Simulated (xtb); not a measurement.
thioethanol (C2H6S), singlet, from a rough starting geometry; GFN2-xTB (xtb).

xtb was given this input:
```
$ xtb mol.xyz --gfn 2 --opt vtight --json

# file mol.xyz
9

C      1.10158811     0.16433219    -0.01452494
C     -0.40104765     0.32880073    -0.02713881
S     -1.14700086    -1.49430287    -0.00965133
H     -2.48406218    -0.93321535     0.00900830
H     -0.72857683     0.82553909     0.88657457
H     -0.73786132     0.84639951    -0.84390831
H      1.59577084     1.11541670    -0.02421644
H      1.42375101    -0.38325101     0.86819215
H      1.44675594    -0.39264634    -0.87786458
```

Q: Predict the main parts of the log of this xtb run.

A: 
```
   ID    Z sym.   atoms
    1    6 C      1, 2
    2   16 S      3
    3    1 H      4-9

           -------------------------------------------------
          |                Calculation Setup                |
           -------------------------------------------------

           -------------------------------------------------
          |                 G F N 2 - x T B                 |
           -------------------------------------------------

          ...................................................
          :                      SETUP                      :
          :.................................................:
          :  # basis functions                  24          :
          :  # atomic orbitals                  23          :
          :  # shells                           13          :
          :  # electrons                        20          :
          :  max. iterations                   250          :
          :  Hamiltonian                  GFN2-xTB          :
          :  restarted?                      false          :
          :  GBSA solvation                  false          :
          :  PC potential                    false          :
          :  electronic temp.          300.0000000     K    :
          :  accuracy                    1.0000000          :
          :  -> integral cutoff          0.2500000E+02      :
          :  -> integral neglect         0.1000000E-07      :
          :  -> SCF convergence          0.1000000E-05 Eh   :
          :  -> wf. convergence          0.1000000E-03 e    :
          :  Broyden damping             0.4000000          :
          :  net charge                          0          :
          :  unpaired electrons                  0          :
          ...................................................

 iter      E             dE          RMSdq      gap      omega  full diag
   1    -10.6531651 -0.106532E+02  0.412E+00    4.51       0.0  T
   2    -10.6792978 -0.261327E-01  0.255E+00    3.83       1.0  T
   3    -10.6815513 -0.225345E-02  0.103E+00    3.84       1.0  T
   4    -10.6826712 -0.111990E-02  0.298E-01    3.67       1.0  T
   5    -10.6826679  0.326466E-05  0.139E-01    3.67       1.0  T
   6    -10.6826844 -0.164338E-04  0.323E-02    3.67       1.0  T
   7    -10.6826847 -0.321011E-06  0.517E-03    3.67       6.5  T
   8    -10.6826847 -0.920406E-08  0.234E-03    3.67      14.3  T
   9    -10.6826847 -0.892605E-09  0.557E-04    3.67      59.9  T
[...]
         :: total energy             -10.562525908092 Eh    ::
 * total energy  :   -10.5625259 Eh     change       -0.4858336E-11 Eh
 * total energy  :   -10.5736516 Eh     change       -0.1112573E-01 Eh
 * total energy  :   -10.5750985 Eh     change       -0.1446842E-02 Eh
 * total energy  :   -10.5759487 Eh     change       -0.8502042E-03 Eh
 * total energy  :   -10.5759766 Eh     change       -0.2789014E-04 Eh
 * total energy  :   -10.5759798 Eh     change       -0.3198680E-05 Eh
 * total energy  :   -10.5759807 Eh     change       -0.9227426E-06 Eh
 * total energy  :   -10.5759809 Eh     change       -0.2101982E-06 Eh
 * total energy  :   -10.5759811 Eh     change       -0.1884143E-06 Eh
 * total energy  :   -10.5759812 Eh     change       -0.1138029E-06 Eh
 * total energy  :   -10.5759812 Eh     change       -0.1052021E-07 Eh
   *** GEOMETRY OPTIMIZATION CONVERGED AFTER 11 ITERATIONS ***
         :: total energy             -10.575981219894 Eh    ::
[...]
     3  16 S        1.930    -0.292   153.698    20.866
     4   1 H        0.923     0.156     1.350     1.817
     5   1 H        0.925     0.043     2.413     2.429
     6   1 H        0.925     0.043     2.413     2.429
     7   1 H        0.925     0.042     2.421     2.433
     8   1 H        0.925     0.050     2.317     2.381
     9   1 H        0.925     0.050     2.317     2.381

 Mol. C6AA /au·bohr⁶  :        927.327391
 Mol. C8AA /au·bohr⁸  :      27880.983885
 Mol. α(0) /au        :         47.919532

Wiberg/Mayer (AO) data.
largest (>0.10) Wiberg bond orders for each atom

 ---------------------------------------------------------------------------
     #   Z sym  total        # sym  WBO       # sym  WBO       # sym  WBO
 ---------------------------------------------------------------------------
     1   6 C    3.994 --     2 C    1.029     9 H    0.986     8 H    0.986
                             7 H    0.980
     2   6 C    3.978 --     1 C    1.029     3 S    0.986     6 H    0.979
                             5 H    0.979
     3  16 S    1.995 --     2 C    0.986     4 H    0.966
     4   1 H    0.976 --     3 S    0.966
     5   1 H    0.998 --     2 C    0.979
     6   1 H    0.998 --     2 C    0.979
     7   1 H    0.998 --     1 C    0.980
     8   1 H    0.997 --     1 C    0.986
     9   1 H    0.997 --     1 C    0.986
 ---------------------------------------------------------------------------

Topologies differ in total number of bonds
Writing topology from bond orders to xtbtopo.mol

molecular dipole:
                 x           y           z       tot (Debye)
 q only:       -0.008       0.605       0.002
   full:       -0.039       0.915       0.003       2.327
molecular quadrupole (traceless):
                xx          xy          yy          xz          yz          zz
 q only:        2.976      -0.880      -2.662      -0.019      -0.010      -0.314
  q+dip:        3.376      -2.340      -4.522      -0.018      -0.017       1.146
   full:        4.099      -2.041      -4.103      -0.026      -0.013       0.004

optimized geometry written to: xtbopt.xyz

           -------------------------------------------------
          | TOTAL ENERGY              -10.575981219894 Eh   |
          | GRADIENT NORM               0.000028587414 Eh/α |
          | HOMO-LUMO GAP               4.475133618498 eV   |
           -------------------------------------------------

normal termination of xtb
```
